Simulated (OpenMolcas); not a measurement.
**Hf: effect of the active space**

* Program: OpenMolcas 26.06
* Method: CASSCF or its RAS form
* Basis: ANO-RCC-VTZP
* Scalar Hamiltonian: DKH2, point nucleus
* Spin-orbit coupling: state interaction with AMFI integrals over the reference wave functions, term energies averaged over their components

A. 2 electrons in 5 orbitals (5d); 2S+1 = 3 even, 10 roots; 2S+1 = 1 even, 15 roots; cost of the order of 8 core-seconds
B. 4 electrons in 6 orbitals (5d 6s); 2S+1 = 5 even, 15 roots (10 in the spin-orbit step); 2S+1 = 3 even, 55 roots; 2S+1 = 1 even, 50 roots; cost of the order of 60 core-seconds
C. 4 electrons in 9 orbitals (RAS2 5d 6s; RAS3 6p, at most 2 electrons); 2S+1 = 3 even, 55 roots; 2S+1 = 5 even, 10 roots kept (CI in the orbitals of an earlier block); 2S+1 = 1 even, 50 roots kept (CI in the orbitals of an earlier block, 43 in the spin-orbit step); 2S+1 = 3 odd, 72 roots (47 in the spin-orbit step); 2S+1 = 5 odd, 30 roots kept (CI in the orbitals of an earlier block); 2S+1 = 1 odd, 28 roots kept (CI in the orbitals of an earlier block); cost of the order of 3 core-minutes
D. 4 electrons in 11 orbitals (5d 6s 6d); 2S+1 = 3 even, 35 roots (19 in the spin-orbit step); 2S+1 = 5 even, 10 roots kept (CI in the orbitals of an earlier block); 2S+1 = 1 even, 14 roots kept (CI in the orbitals of an earlier block); cost roughly 100 core-seconds

Energies in cm⁻¹ above 5d² 6s² ³F₂, the measured ground level; measured values from NIST Handbook of Basic Atomic Spectroscopic Data.

```tsv
Level	A	B	C	D	Measured
5d² 6s² ³F₂	0.0	0.0	0.0	0.0	0.0
5d² 6s² ³F₃	2544	2196	2236	2640	2357
5d² 6s² ³F₄	5117	4312	4402	5196	4568
5d² 6s² ³P₀	9570	3901	5856	5004	5522
5d² 6s² ³P₁	10828	4742	6797	5621	6573
5d² 6s² ¹G₄	14224	11132	11904	12042	10533
```

Deviations, from unrounded energies. A percentage is the sum of absolute deviations over the sum of measured energies, with the sign that they share, or ± where signs differ.

| Against measurement | Levels | A | B | C | D |
| --- | --- | --- | --- | --- | --- |
| mean absolute deviation (cm-1) | 5 | 2500 | 890 | 440 | 780 |
| fine structure of the ground term (%) | 2 | +10.6 | -6.0 | -4.1 | +13.2 |
| other terms of the ground configuration (%) | 3 | +53.0 | ±17.9 | +8.5 | ±13.2 |

C lies closest to measurement on these levels and A furthest from it. The largest miss of C in the table is 5d² 6s² ¹G₄, by +1400 cm-1. The ranking rests on the paired levels alone, and a cruder setting can come out closer through cancelling errors.

The spin-orbit steps hold different terms of 5d² 6s² (D lacks ¹S), which shifts levels as well.

Among A to D the level of the table that moves most is 5d² 6s² ³P₁, by 6100 cm-1 (lowest in B, highest in A).

Without dynamic correlation excited terms often stand tens of per cent too high (terms of higher spin than the ground term too low), and those without a measured partner can miss by more than the paired ones. With the s shell closed, the reference lacks s² → p², s² → d² and s → d mixing, so excited terms can stand far too high and out of order, with CASPT2 too (holds for A). Some high roots are left out of the spin-orbit mixing, which shifts the levels that they would mix with (holds for B; C; D). Terms from blocks run as CI alone lack orbitals of their own (holds for C; D). Active for correlation alone: 6d; no level in the range computed is led by a configuration that fills it, so any true level of that kind is missing (holds for D). Computed and measured levels are paired by configuration, term and J; levels that our copy of the source lacks, or whose pairing is in doubt (as where it misses far off the trend of its configuration), stay unpaired and out of the deviations. Levels of configurations outside the active space are missing. The table leaves out levels that lie high or whose names do not pair safely across all columns.
